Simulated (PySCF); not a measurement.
Compound: C4H5FN2.
Numbering: `[CH3:1][n:2]1[cH:3][cH:4][n:5][c:6]1[F:7]` (hydrogens: H8, H9, H10 on C1; H11 on C3; H12 on C4)

Computed with core-valence-separated Tamm–Dancoff BHandHLYP/aug-pcX-1 (pcseg-1 on H) in PySCF, non-relativistic, gas phase, PBE0-D3(BJ)/def2-SVP geometry.

Computed fluorine K-edge spectrum, Gaussian lines of 0.5 eV full width, highest printed point 100; it ends one width below the last computed root. Absolute energies from this functional tend to lie a few eV below measured edges; no shift was applied.

```csv
photon energy (eV),absorption
686.2,1
686.3,3
686.4,9
686.5,22
686.6,42
686.7,64
686.8,79
686.9,79
687.0,67
687.1,55
687.2,50
687.3,54
687.4,56
687.5,51
687.6,38
687.7,23
687.8,13
687.9,12
688.0,22
688.1,42
688.2,68
688.3,91
688.4,100
688.5,94
688.6,81
688.7,65
688.8,51
688.9,37
689.0,25
689.1,16
```

Problem. Assign the maxima to core holes.

Solution. 3 maxima:
- 686.8 eV: F7 (aryl fluorine), 686.84 eV, f = 0.017, 98 % of the height at the exact maximum
- 687.4 eV: F7 (aryl fluorine), 687.42 eV, f = 0.012, 95 % of the height at the exact maximum
- 688.4 eV: F7 (aryl fluorine), 688.37 eV, f = 0.020, 89 % of the height at the exact maximum

Further lines of some strength in the range: F7, 688.75 eV, f = 0.008.

Roots within 0.03 eV on the same or equivalent atoms count as one line; shares under 12 % aren't listed.

Vibrational structure and lifetime widths aren't in the curve. The ionisation threshold wasn't computed; near and above it a finite basis only mimics Rydberg series and continuum.
